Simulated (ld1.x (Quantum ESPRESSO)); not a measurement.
**Reading a pseudo-wave (potassium)**

Columns: radius, all-electron u(r) and pseudo u(r) of the 3s shell (level -35.18 eV) of potassium in the configuration [Ne] 3s2 3p6 4s1 4p0; LDA (PZ), scalar-relativistic, TM semilocal scheme, ld1.x (Quantum ESPRESSO) 7.5.

```
r (bohr)  all-electron  pseudo
   0.103        0.0245  0.0970
   0.205       -0.4347  0.1940
   0.308       -0.4705  0.2941
   0.410       -0.2304  0.3960
   0.513        0.1016  0.5016
   0.615        0.4119  0.6074
   0.718        0.6601  0.7115
   0.820        0.8303  0.8053
   0.923        0.9321  0.8819
   1.025        0.9756  0.9313
   1.128        0.9759  0.9486
   1.230        0.9455  0.9334
   1.332        0.8949  0.8914
   1.435        0.8316  0.8311
   1.538        0.7621  0.7621
   1.640        0.6916  0.6916
   1.743        0.6215  0.6215
   1.845        0.5551  0.5551
   1.948        0.4924  0.4924
   2.050        0.4351  0.4351
   2.153        0.3824  0.3824
   2.255        0.3354  0.3354
   2.358        0.2928  0.2928
   2.460        0.2553  0.2553
   2.562        0.2222  0.2222
   2.665        0.1926  0.1926
```

Q: How many radial nodes do the two functions have?

A: The all-electron 3s function has n − l − 1 = 2; the pseudo-wave has 0, since the states of the same l below it are removed with the core.

Q: At about which radius was the pseudo-wave matched?

A: 1.60 bohr, where the columns begin to agree (steps of 0.10 bohr).

Q: Where does each function peak?

A: Outermost all-electron maximum near 1.13 bohr, pseudo maximum near 1.13 bohr (to the table’s step).

Q: Is the pseudo-wave norm-conserving?

A: Yes: the TM semilocal scheme keeps the norm inside the radius equal to the all-electron one, which fixes the energy derivative of the logarithmic derivative at the level.
